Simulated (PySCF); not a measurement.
Cl2F2Si. Atoms are numbered in the order given.

```xyz
5

F      0.0000    -1.2915    -1.2738
Si     0.0000     0.0000    -0.3272
F      0.0000     1.2915    -1.2738
Cl    -1.6813     0.0000     0.8091
Cl     1.6813     0.0000     0.8091
```

Geometry optimised at B3LYP-D3(BJ)/def2-SVP.

All values below come from B3LYP-D3(BJ)/def2-SVP run with PySCF.

Frequencies are harmonic and unscaled.

```
mode  ν (cm⁻¹)  IR (km/mol)  Raman (Å⁴/amu)  depolarisation  moving atoms (share of kinetic energy)
----  --------  -----------  --------------  --------------  --------------------------------------
1          167          0.4             2.2            0.71                         Cl 69 %, F 25 %
2          199          0.0             1.1            0.75                         F 76 %, Cl 24 %
3          268         13.4             1.5            0.75                F 50 %, Si 29 %, Cl 22 %
4          301         29.4             2.1            0.75                 F 52 %, Cl 40 %, Si 8 %
5          309         20.5             2.5            0.45                F 64 %, Cl 26 %, Si 10 %
6          510         30.8             7.8            0.04                Cl 52 %, F 26 %, Si 21 %
7          662        283.3             0.9            0.75                        Si 70 %, Cl 29 %
8          910        179.3             2.1            0.05                         F 57 %, Si 42 %
9          991        148.3             0.5            0.75                         F 51 %, Si 49 %
```
